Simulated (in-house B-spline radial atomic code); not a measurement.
**LC-wPBE excitations of Ti¹⁰⁺**

Method: LC-wPBE. Computed with a B-spline radial code for spherical atoms: linear response of the closed shell [Ne] 3s2 with the functional's adiabatic kernel; scalar-relativistic (spin-free one-electron X2C), finite nucleus, no spin-orbit coupling, no double excitations, S, P, D and F terms only.

Command:
```bash
python run_td.py task.json out
```
Settings (radii: box in bohr, nucleus in fm):
```
Z                        22
electrons                12
configuration            [Ne] 3s2
hamiltonian              x2c
method                   lc_wpbe
box_radius               9.77
rms_radius               3.5921
intervals                69
```

Run time, properties included: 0.7 s on 1 thread of Intel(R) Xeon(R) Platinum 8375C CPU @ 2.90GHz (Ice Lake), on a shared host.

The lowest states, in the order of their Tamm-Dancoff energies; the method's threshold (minus the highest occupied level) is 259.51 eV. Labels give the largest channel, * marks a mixed state, and oscillator strengths are full-response dipole values. Semilocal kernels can invert the small singlet-triplet splittings of Rydberg terms. Energies in eV:

```json
{"state": "3s → 3p 3P", "full response": "21.308", "Tamm-Dancoff": "21.737", "oscillator strength": "-"}
{"state": "3s → 3p 1P", "full response": "32.21", "Tamm-Dancoff": "33.19", "oscillator strength": "0.92"}
{"state": "3s → 3d 3D", "full response": "58.74", "Tamm-Dancoff": "58.91", "oscillator strength": "-"}
{"state": "3s → 3d 1D", "full response": "63.55", "Tamm-Dancoff": "63.56", "oscillator strength": "-"}
{"state": "3s → 4s 3S", "full response": "?", "Tamm-Dancoff": "?", "oscillator strength": "-"}
{"state": "3s → 4s 1S", "full response": "131.49", "Tamm-Dancoff": "131.54", "oscillator strength": "-"}
{"state": "3s → 4p 3P", "full response": "138.95", "Tamm-Dancoff": "138.95", "oscillator strength": "-"}
{"state": "3s → 4p 1P", "full response": "139.73", "Tamm-Dancoff": "139.76", "oscillator strength": "0.326"}
{"state": "3s → 4d 3D", "full response": "152.25", "Tamm-Dancoff": "152.26", "oscillator strength": "-"}
{"state": "3s → 4d 1D", "full response": "152.55", "Tamm-Dancoff": "152.55", "oscillator strength": "-"}
{"state": "3s → 4f 3F", "full response": "157.38", "Tamm-Dancoff": "157.41", "oscillator strength": "-"}
{"state": "3s → 4f 1F", "full response": "158.44", "Tamm-Dancoff": "158.45", "oscillator strength": "-"}
{"state": "3s → 5s 3S", "full response": "180.21", "Tamm-Dancoff": "180.21", "oscillator strength": "-"}
{"state": "3s → 5s 1S", "full response": "?", "Tamm-Dancoff": "?", "oscillator strength": "-"}
{"state": "3s → 5p 3P", "full response": "184.85", "Tamm-Dancoff": "184.85", "oscillator strength": "-"}
{"state": "3s → 5p 1P", "full response": "185.08", "Tamm-Dancoff": "185.09", "oscillator strength": "0.111"}
{"state": "3s → 5d 3D", "full response": "191.13", "Tamm-Dancoff": "191.14", "oscillator strength": "-"}
{"state": "3s → 5d 1D", "full response": "191.22", "Tamm-Dancoff": "191.23", "oscillator strength": "-"}
{"state": "3s → 5f 3F", "full response": "193.63", "Tamm-Dancoff": "193.65", "oscillator strength": "-"}
{"state": "3s → 5f 1F", "full response": "194.08", "Tamm-Dancoff": "194.08", "oscillator strength": "-"}
```

Q: Where does 3s → 4s 3S lie?

A: At 129.22 eV in full response, 129.23 eV in Tamm-Dancoff.

Q: Where does 3s → 5s 1S lie?

A: At 180.92 eV in full response, 180.94 eV in Tamm-Dancoff.

Q: How large is the singlet-triplet splitting of 3s → 3p (P terms) in Tamm-Dancoff?

A: 11.4 eV, from the unrounded values.

Q: What polarisabilities and dispersion coefficient does the method give?

A: Dipole 0.6891 bohr³, quadrupole 0.2765 bohr⁵, C6 0.4578 hartree·bohr⁶ for two such species.
